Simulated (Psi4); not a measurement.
F$_{3}$Ga, triplet, geometry from GFN2-xTB (such geometries of metal compounds can be far from the true shape) (a higher spin typed on purpose: for a closed-shell molecule this is an excited state).

Psi4 was given this input:
```
memory 2 GB

molecule mol {
0 3
  Ga   -0.229355   -0.050166    0.164894
  F    -1.724005   -1.240328   -0.086008
  F     0.693314    1.527122   -0.775390
  F     1.820692   -0.114002    0.293429
}

set basis 3-21g
set reference uks

energy('tpss')
print_variables()
```

### Question
What does this run give for the number of basis functions, <S^2>, dipole moment, total energy, nuclear repulsion energy?

### Answer

```
Property                           Value
-------------------------  -------------
number of basis functions             50
<S^2>                              2.003
dipole moment                     0.15 D
total energy               -2213.2370 Eh
nuclear repulsion energy     262.1981 Eh
```

These values belong to the state on which the SCF converged, which isn't shown to be the lowest.
